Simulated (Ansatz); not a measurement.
Basis-set extrapolation for BF2HS, SMILES `FB(F)S` (PBE0-D4/def2-TZVP geometry, frozen core, the Gaussian-basis code of Ansatz). Multiplicity 1, RHF reference.

```json
{"": "HF", "cc-pV(T+d)Z": "-621.941781", "cc-pV(Q+d)Z": "-621.963369"}
{"": "MP2 correlation", "cc-pV(T+d)Z": "-0.769115", "cc-pV(Q+d)Z": "-0.837619"}
{"": "CCSD(T) correlation", "cc-pV(T+d)Z": "-0.815802", "cc-pV(Q+d)Z": "-0.882801"}
```

Energies in hartree. Use E(X) = E(∞) + A·exp(−5.46·√X) for Hartree–Fock and E(X) = E(∞) + B·X^(−3.05) for correlation, with X = 3 and 4.

Problem. What is the CCSD(T) energy at the basis-set limit?

Solution. HF limit: -621.963369 + (-0.021588) × 0.30130 = -621.96987. Correlation limit: -0.882801 + (-0.066999) × 0.71189 = -0.93050. Total: -622.90037 hartree, 89.6 kcal/mol below CCSD(T)/cc-pV(T+d)Z.
